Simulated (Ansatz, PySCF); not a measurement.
Pair of molecules: HBr (SMILES Br) (first 2 atoms) with H4OSi (SMILES O[SiH3]); geometry from B3LYP-D3(BJ)/def2-TZVP, rigid monomers moved along the line of their centres of mass till Br1···H5 is 3.15 Å.
(charge 0, multiplicity 1):
| atom | x (Å) | y (Å) | z (Å) |
|---|---|---|---|
| Br | -0.4673 | -1.3769 | -0.0963 |
| H | 0.4134 | -0.3081 | 0.2541 |
| O | -0.9861 | 0.0493 | 3.5655 |
| Si | 0.6136 | 0.3857 | 3.7664 |
| H | -1.2333 | -0.5387 | 2.8443 |
| H | 1.3973 | -0.8070 | 4.1680 |
| H | 0.6954 | 1.4246 | 4.8105 |
| H | 1.2158 | 0.9054 | 2.5060 |

Interaction energies are E(AB) − E(A) − E(B) at the monomers' geometry in the complex; basis-set methods are counterpoise corrected.

Frozen-core correlation. Filled d and f shells under p-block atoms count as core. CBS(a, b) extrapolates the correlation energy as X⁻³ and adds the Hartree–Fock energy of set b.

Programs: Ansatz (Gaussian orbitals); PySCF for the dispersion terms. 

PBE/def2-TZVPPD gives -1.66 kcal/mol for the interaction energy.

How do the other levels lie against it? Give each less PBE: PBE-D3(BJ)/def2-TZVPPD, r2SCAN/def2-TZVPPD, PBE0/def2-TZVPPD, wB97M-V/def2-TZVPPD, MP2/CBS(def2-SVPD, def2-TZVPPD), CCSD(T)/CBS(def2-SVPD, def2-TZVPPD).

PBE-D3(BJ)/def2-TZVPPD -0.95; r2SCAN/def2-TZVPPD -0.22; PBE0/def2-TZVPPD 0.18; wB97M-V/def2-TZVPPD -0.40; MP2/CBS(def2-SVPD, def2-TZVPPD) -0.33; CCSD(T)/CBS(def2-SVPD, def2-TZVPPD) -0.25 kcal/mol. 1 of 6 lie above PBE; the widest gap is to PBE-D3(BJ)/def2-TZVPPD.

Ansatz is a program for electronic structure.
